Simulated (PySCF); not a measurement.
PBE on Bi- (bismuth, charge -1), [Xe] 4f14 5d10 6s2 6p4, high-spin 3P determinant. Calculation: PySCF 2.14, in aug-cc-pVDZ-PP with ECP60MDF (5s4p3d, 32 functions); a scalar-relativistic core potential.

```
cycle= 1 E= -214.66331451726  delta_E= -0.00952  |g|= 0.00715  |ddm|= 0.442
cycle= 2 E= -214.663300928349  delta_E= 1.36e-05  |g|= 0.0106  |ddm|= 0.0774
cycle= 3 E= -214.663442409452  delta_E= -0.000141  |g|= 0.000924  |ddm|= 0.0391
cycle= 4 E= -214.663444318544  delta_E= -1.91e-06  |g|= 0.000424  |ddm|= 0.00681
cycle= 5 E= -214.663444748628  delta_E= -4.3e-07  |g|= 1.66e-05  |ddm|= 0.00308
cycle= 6 E= -214.66344474944  delta_E= -8.12e-10  |g|= 2.08e-06  |ddm|= 0.00018
converged SCF energy = -214.66344474944  <S^2> = 2.0056008  2S+1 = 3.0037316
```

Highest occupied orbital energy: 1.459 eV; ⟨L²⟩ = 2.02; populations by l: s 4.00, p 10.00, d 10.00.

Task: Can this result be used?

Result: With care. The calculation finished and met its thresholds. Energies and moments cover only the electrons outside the core potential. Spin-orbit coupling is strong in this species (close to jj coupling), so the high-spin LS determinant is a model state, not a physical level. At PBE the highest occupied level has a positive energy, so only the finite basis holds that electron; in a semilocal or global hybrid functional this comes from self-interaction and does not mean that the real anion is unbound.
